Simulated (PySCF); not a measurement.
Species: C4H9Ga.
Structure used (PBE0-D3(BJ)/def2-SVP), in Å, numbered top down from 1:
```xyz
14
C4H9Ga angstrom
C      0.279   -1.130    0.291
C     -1.049   -0.544   -0.215
C     -1.164    0.947    0.132
Ga     0.715    1.554   -0.080
C      1.470   -0.279   -0.172
H      0.373   -2.184   -0.024
H      0.253   -1.148    1.397
H     -1.087   -0.665   -1.314
H     -1.897   -1.130    0.181
H     -1.448    1.081    1.193
H     -1.923    1.479   -0.460
H      1.369    2.977   -0.149
H      1.718   -0.495   -1.229
H      2.390   -0.462    0.404
```

Theory: PBE0-D3(BJ)/def2-SVP geometry optimisation, gas phase in PySCF.

(1) Which atoms are bound to Ga4, and at what distances?

(2) List the angles at Ga4.

(3) What is the shape at Ga4?

(4) What are the other bond lengths?

(5) Give some angles away from the centre.

(6) What are the rotational constants (commonest isotopes, rigid rotor)?

Answers

(1) 3 atoms: H12 1.568 Å, C5 1.985 Å, C3 1.985 Å. The nearest atom not counted as bound is H10, at 2.55 Å (others tie with it).

(2) 
```csv
angle,degrees,distance of the outer atoms (Å)
C3–Ga4–H12,132.6,3.26
C5–Ga4–H12,132.6,3.26
C3–Ga4–C5,94.8,2.92
```

(3) Planar: angles 132.6°, 132.6° and 94.8°, sum 360.0°, 0.00 Å off the plane of its three neighbours.

(4) C1–C2 1.538 Å; C1–C5, C2–C3 1.536 Å; C1–H6 and 3 like bonds 1.105 Å; C3–H10 and 3 like bonds 1.103 Å.

(5) C2–C1–C5 111.1°, C2–C3–Ga4 101.7°.

(6) A = 5365, B = 2986, C = 2061 MHz: an asymmetric top.

Point group: C2 (tolerance 0.08 Å). Charge 0, singlet. No frequency check.

One conformer stands for the species.
